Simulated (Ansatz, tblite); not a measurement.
Spin states of the cluster Ta₂B₂, each relaxed with PBE0-D4/def2-TZVP in Ansatz. Electronic energies in the gas phase.

In the def2 sets Ta takes a core potential; there is no spin–orbit coupling. The xTB rows come from tblite. Correlated methods freeze 2 core orbitals; core or outer-core shells of Ta are correlated, in sets that lack core-valence functions. The structure comes from a short search, and lower isomers may exist.

Singlet geometry (C2v within 0.1 Å):

Cartesian coordinates in Å:
```
Ta 1.017 0.957 0.073
Ta -0.365 -0.807 -1.081
B -1.000 0.667 0.178
B 0.349 -0.817 0.830
```

Triplet geometry (C2v within 0.1 Å):

Cartesian coordinates in Å:
```
Ta 1.195 -0.705 -0.291
Ta -1.154 -0.822 -0.053
B -0.111 0.942 -0.632
B 0.069 0.585 0.976
```

Quintet geometry (C2v within 0.1 Å):

```tsv
atom	x (Å)	y (Å)	z (Å)
Ta1	-0.223	1.399	-0.209
Ta2	-0.926	-0.838	-0.701
B3	0.052	-0.263	1.124
B4	1.096	-0.297	-0.214
```

⟨S²⟩: triplet 2.15 at PBE0-D4/def2-TZVP (pure 2.00), quintet 6.04 at PBE0-D4/def2-TZVP (pure 6.00).

Run but left out: r2SCAN0-D4/def2-TZVP (triplet: ⟨S²⟩ 2.40, where a pure state has 2.00); B2PLYP/def2-TZVP (singlet: restricted singlet, unstable towards broken spin symmetry).

Only these spin states were relaxed. Higher spins weren't run and may lie lower. The triplet has other bonds than the singlet, so the gap mixes isomer and spin. The quintet has other bonds than the singlet, so the gap mixes isomer and spin.

| level | triplet − singlet (kcal/mol) | quintet − singlet (kcal/mol) | lowest of these | remarks |
| --- | --- | --- | --- | --- |
| GFN1-xTB | 5.7 | 28.2 | singlet | – |
| GFN2-xTB | 12.4 | 16.2 | singlet | – |
| PBE-D4/def2-TZVP | 7.2 | 22.4 | singlet | – |
| r2SCAN-D4/def2-TZVP | 1.5 | 9.3 | singlet | spin-contaminated (⟨S²⟩ 2.15) (triplet) |
| B97M-V/def2-TZVP | 7.7 | 17.2 | singlet | – |
| PBE0-D4/def2-TZVP | 3.9 | 12.9 | singlet | spin-contaminated (⟨S²⟩ 2.15) (triplet) |
| ωB97X-V/def2-TZVP | 3.6 | 11.5 | singlet | spin-contaminated (⟨S²⟩ 2.21) (triplet) |
| ωB97M-V/def2-TZVP | 2.4 | 10.6 | singlet | spin-contaminated (⟨S²⟩ 2.21) (triplet) |
| RPA@PBE/def2-TZVP | 12.4 | 28.2 | singlet | – |

Change of the quintet − singlet gap on mixing in exact exchange, in kcal/mol: PBE to PBE0 (25 % exact exchange) -9.6.

The xTB methods have no spin-polarisation term.
